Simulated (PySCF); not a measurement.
CCl3, charge -1, singlet, geometry from GFN2-xTB; M062X/6-31G, TDDFT in PySCF.

The PySCF input:
```python
from pyscf import gto, scf, dft, tdscf

mol = gto.M(
    atom='''
C    -0.011093   -0.010052    0.658198
Cl    0.000761    1.668324   -0.051984
Cl    1.445327   -0.832289   -0.065826
Cl   -1.442173   -0.832488   -0.114495
''',
    basis='6-31g',
    charge=-1,
    spin=0,
    verbose=4,
)

mf = dft.RKS(mol)
mf.xc = 'm062x'
mf.kernel()
td = mf.TDDFT()
td.nstates = 5
td.kernel()
td.analyze()
```

Problem. Write the output that PySCF gives for this input, abridged.

Solution. 
```
PySCF version 2.14.0

[INPUT] verbose = 4
[INPUT] num. atoms = 4
[INPUT] num. electrons = 58
[INPUT] charge = -1
[INPUT] spin (= nelec alpha-beta = 2S) = 0
[INPUT] symmetry False subgroup None
[INPUT] Mole.unit = angstrom
[INPUT] Symbol           X                Y                Z      unit          X                Y                Z       unit  Magmom
[INPUT]  1 C     -0.011093000000  -0.010052000000   0.658198000000 AA   -0.020962731900  -0.018995527004   1.243813955736 Bohr   0.0
[INPUT]  2 Cl     0.000761000000   1.668324000000  -0.051984000000 AA    0.001438081581   3.152675447039  -0.098235522859 Bohr   0.0
[INPUT]  3 Cl     1.445327000000  -0.832289000000  -0.065826000000 AA    2.731272190439  -1.572798266488  -0.124393111876 Bohr   0.0
[INPUT]  4 Cl    -1.442173000000  -0.832488000000  -0.114495000000 AA   -2.725311994242  -1.573174321987  -0.216364192632 Bohr   0.0

nuclear repulsion = 247.718361695961
number of shells = 26
number of NR pGTOs = 160
number of NR cGTOs = 48
basis = 6-31g
ecp = {}

******** <class 'pyscf.dft.rks.RKS'> ********
method = RKS
initial guess = minao
damping factor = 0
level_shift factor = 0
DIIS = <class 'pyscf.scf.diis.CDIIS'>
diis_start_cycle = 1
diis_space = 8
diis_damp = 0
SCF conv_tol = 1e-09
SCF conv_tol_grad = None
SCF max_cycles = 50
direct_scf = True
direct_scf_tol = 1e-13
XC library pyscf.dft.libxc version 7.1.2
    S. Lehtola, C. Steigemann, M. J. T. Oliveira, and M. A. L. Marques,  SoftwareX 7, 1–5 (2018)
XC functionals = m062x
    Y. Zhao and D. G. Truhlar,  Theor. Chem. Acc. 120, 215 (2008)
    Y. Zhao and D. G. Truhlar,  Theor. Chem. Acc. 120, 215 (2008)
radial grids:
    Treutler-Ahlrichs [JCP 102, 346 (1995); DOI:10.1063/1.469408] (M4) radial grids

becke partition: Becke, JCP 88, 2547 (1988); DOI:10.1063/1.454033
pruning grids: <function nwchem_prune>
grids dens level: 3
symmetrized grids: False
atomic radii adjust function: <function treutler_atomic_radii_adjust>
small_rho_cutoff = 0
Set gradient conv threshold to 3.16228e-05
Initial guess from minao.
tot grids = 70760
init E= -1418.75146268228
  HOMO = -0.212502818472613  LUMO = -0.00380598759589312  gap/eV = 5.67893
cycle= 1 E= -1418.42538635507  delta_E= 0.326  |g|= 0.451  |ddm|= 2.44
  HOMO = -0.0929282044438156  LUMO = 0.167699231150782  gap/eV = 7.09203
cycle= 2 E= -1418.4005408358  delta_E= 0.0248  |g|= 0.586  |ddm|= 1.37
  HOMO = -0.0392544453188359  LUMO = 0.215928486098501  gap/eV = 6.94388
cycle= 3 E= -1418.49491402668  delta_E= -0.0944  |g|= 0.0337  |ddm|= 0.631
  HOMO = -0.0525496056931496  LUMO = 0.207033853278807  gap/eV = 7.06363
cycle= 4 E= -1418.49535025817  delta_E= -0.000436  |g|= 0.011  |ddm|= 0.109
  HOMO = -0.0498732932394399  LUMO = 0.210832681835979  gap/eV = 7.09417
cycle= 5 E= -1418.49543083076  delta_E= -8.06e-05  |g|= 0.00275  |ddm|= 0.0458
  HOMO = -0.0496723317781151  LUMO = 0.210662545086586  gap/eV = 7.08407
cycle= 6 E= -1418.4954480358  delta_E= -1.72e-05  |g|= 0.000896  |ddm|= 0.0358
  HOMO = -0.0493889761165525  LUMO = 0.210782701200097  gap/eV = 7.07963
cycle= 7 E= -1418.49544938524  delta_E= -1.35e-06  |g|= 5.13e-05  |ddm|= 0.0114
  HOMO = -0.0493926591532212  LUMO = 0.210774032421168  gap/eV = 7.07950
cycle= 8 E= -1418.49544938914  delta_E= -3.91e-09  |g|= 7.94e-06  |ddm|= 0.000403
  HOMO = -0.0493926325409015  LUMO = 0.210773800616694  gap/eV = 7.07949
cycle= 9 E= -1418.4954493892  delta_E= -5.14e-11  |g|= 4.47e-06  |ddm|= 3.5e-05
  HOMO = -0.0493926095991735  LUMO = 0.210773882640636  gap/eV = 7.07949
Extra cycle  E= -1418.4954493892  delta_E= -8.19e-12  |g|= 3.7e-06  |ddm|= 1.36e-05
converged SCF energy = -1418.4954493892

******** <class 'pyscf.tdscf.rks.TDDFT'> for <class 'pyscf.dft.rks.RKS'> ********
nstates = 5 singlet
deg_eia_thresh = 1.000e-03
wfnsym = None
conv_tol = 1e-05
eigh lindep = 1e-12
eigh level_shift = 0
eigh max_cycle = 100

Excitation energies (eV)
[3.112185   5.33893826 5.34000182 6.55845595 7.10159179]

** Singlet excitation energies and oscillator strengths **
Excited State   1:      3.11219 eV    398.38 nm  f=0.0117
      29 -> 30       -0.70659
Excited State   2:      5.33894 eV    232.23 nm  f=0.0818
      29 -> 31        0.70103
Excited State   3:      5.34000 eV    232.18 nm  f=0.0817
      29 -> 32       -0.70102
Excited State   4:      6.55846 eV    189.04 nm  f=0.0000
      28 -> 30       -0.69503
Excited State   5:      7.10159 eV    174.59 nm  f=0.0649
      27 -> 30       -0.67697

** Transition electric dipole moments (AU) **
state          X           Y           Z        Dip. S.      Osc.
  1        -0.0065     -0.0059      0.3916      0.1534      0.0117
  2         0.7904     -0.0119      0.0132      0.6251      0.0818
  3        -0.0117     -0.7901     -0.0123      0.6246      0.0817
  4        -0.0004      0.0002     -0.0000      0.0000      0.0000
  5        -0.5942      0.1416     -0.0078      0.3732      0.0649

** Transition velocity dipole moments (imaginary part, AU) **
state          X           Y           Z        Dip. S.      Osc.
  1        -0.0028     -0.0026      0.1680      0.0282      0.1646
  2         0.2786     -0.0042      0.0046      0.0777      0.2639
  3        -0.0041     -0.2786     -0.0043      0.0776      0.2637
  4        -0.0001      0.0001     -0.0000      0.0000      0.0000
  5        -0.1461      0.0348     -0.0019      0.0226      0.0576

** Transition magnetic dipole moments (imaginary part, AU) **
state          X           Y           Z
  1         0.0000      0.0000      0.0000
  2        -0.0163     -1.0956     -0.0170
  3        -1.0953      0.0165     -0.0182
  4        -0.0208     -0.0189      1.2463
  5         0.2418      1.0156      0.0192
```
